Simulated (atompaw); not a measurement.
# u(r) = r·R(r): atom against pseudo-atom (Ce)

Columns: radius, all-electron u(r) and pseudo u(r) of the 5s shell (level -63.67 eV) of cerium in the configuration [Kr] 4d10 4f1 5s2 5p6 5d0 6s0 6p0; PBE, scalar-relativistic, PAW (atompaw) scheme, atompaw 4.2.0.5.

| r (bohr) | all-electron | pseudo |
| --- | --- | --- |
| 0.110 | -0.0674 | 0.1744 |
| 0.219 | 0.3490 | 0.3418 |
| 0.329 | -0.0652 | 0.5003 |
| 0.438 | -0.4596 | 0.6425 |
| 0.548 | -0.5050 | 0.7674 |
| 0.658 | -0.2819 | 0.8709 |
| 0.767 | 0.0447 | 0.9510 |
| 0.877 | 0.3681 | 1.0086 |
| 0.987 | 0.6296 | 1.0433 |
| 1.096 | 0.8116 | 1.0566 |
| 1.206 | 0.9213 | 1.0506 |
| 1.315 | 0.9686 | 1.0276 |
| 1.425 | 0.9686 | 0.9895 |
| 1.535 | 0.9340 | 0.9386 |
| 1.644 | 0.8771 | 0.8773 |
| 1.754 | 0.8061 | 0.8061 |
| 1.863 | 0.7291 | 0.7291 |
| 1.973 | 0.6500 | 0.6500 |
| 2.083 | 0.5729 | 0.5729 |
| 2.192 | 0.5009 | 0.5009 |
| 2.302 | 0.4339 | 0.4339 |
| 2.412 | 0.3734 | 0.3734 |
| 2.521 | 0.3200 | 0.3200 |
| 2.631 | 0.2724 | 0.2724 |
| 2.740 | 0.2313 | 0.2313 |
| 2.850 | 0.1954 | 0.1954 |

(1) How many radial nodes do the two functions have?

(2) At about which radius was the pseudo-wave matched?

(3) Where does each function peak?

(4) Is the pseudo-wave norm-conserving?

Answers

(1) The all-electron 5s function has n − l − 1 = 4 (the table is too coarse to show those close to the nucleus); the pseudo-wave has 0, since the states of the same l below it are removed with the core.

(2) 1.70 bohr, where the columns begin to agree (steps of 0.11 bohr).

(3) Outermost all-electron maximum near 1.31 bohr, pseudo maximum near 1.10 bohr (to the table’s step).

(4) No, it belongs to a PAW set: the norm inside the radius is not constrained, and the difference is carried by the augmentation charge.
